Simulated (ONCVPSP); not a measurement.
**What one change does to a pseudopotential (S (Z = 16), ONCV)**

```
Element                 : S
Generator               : ONCVPSP 4.0.1
Type                    : optimised norm-conserving Vanderbilt (ONCV)
Functional              : PBEsol
Relativity              : scalar-relativistic
Frozen core             : [Ne]
Valence charge          : 6
Reference configuration : 3s2 3p2.5 (charge +1.5)
Partial waves           : 3s: rc 1.45 bohr, ncon 4, nbas 8, qcut 4.9 1/bohr, 1 projector; 3p: rc 1.65 bohr, ncon 5, nbas 8, qcut 4.9 1/bohr, 2 projectors, debl 2.6 Ha; d scattering state at 0.29 Ha: rc 1.50 bohr, ncon 4, nbas 7, qcut 6.6 1/bohr, 3 projectors, debl 1.8 Ha
Local potential         : polynomial inside 1.05 bohr (lpopt 5, dvloc0 6 Ha)
Core correction         : Teter function fitted to the true core (icmod 2), fcfact 0.35
```

In the d channel the program set the typed energies aside and used 0.050, 1.850, 3.650 Ha.

All-electron outer shells of the reference configuration (PBEsol, scalar-relativistic, ld1.x):

| shell | level (eV) | outermost node (bohr) | outermost maximum (bohr) |
| --- | --- | --- | --- |
| 2s | -229.69 | 0.13 | 0.39 |
| 2p | -174.82 | – | 0.33 |
| 3s | -33.29 | 0.60 | 1.39 |
| 3p | -22.19 | 0.58 | 1.51 |

Change: p: nproj 1.

Cutoffs: the cutoffs (Ha) at which the residual kinetic energy of the hardest occupied pseudo-wave falls to 1 and 0.1 mHa per electron; they do not see the model core or the augmentation charge, which bear on the density cutoff. Errors are all-electron minus pseudo energies relative to the spin-unpolarised reference configuration.

Question: What does the change do?

Answer: The potential gets neither clearly harder nor softer (13 Ha and 66 Ha → 13 Ha and 66 Ha); of the 4 tests that both files solve, the error grows in 4 and shrinks in 0 by more than 15 % and 0.3 meV (median size 4.3 → 6.5 meV); the range in which the p phases agree narrows (upper end 4.0 → 2.2); neither file shows a bound ghost.

| quantity | base | changed |
| --- | --- | --- |
| cutoff, loose | 13 Ha | 13 Ha |
| cutoff, tight | 66 Ha | 66 Ha |
| bound ghosts | none | none |
| GHOST(+) flags under 300 eV | none | none |
| error for 3s2 3p4, meV [ΔE -21.46 eV] | +10 | +15 |
| error for 3s2 3p3, meV [ΔE -9.72 eV] | +2.4 | +3.0 |
| error for 3s2 3p2, meV [ΔE 12.52 eV] | +2.0 | +2.6 |
| error for 3s1 3p5, meV [ΔE -11.18 eV] | +6.1 | +9.9 |
| s: phases at 1.47 bohr within 0.05 rad from the reference energy up to (Ha; the scan ends near 5) | 1.4 | 1.4 |
| p: phases at 1.67 bohr within 0.05 rad from the reference energy up to (Ha; the scan ends near 5) | 4.0 | 2.2 |
| d: phases at 1.52 bohr within 0.05 rad from the reference energy up to (Ha; the scan ends near 5) | to the end of the scan | to the end of the scan |
| rms error of d²Exc/dni dnj with the model core, mHa | 0.58 | 0.58 |
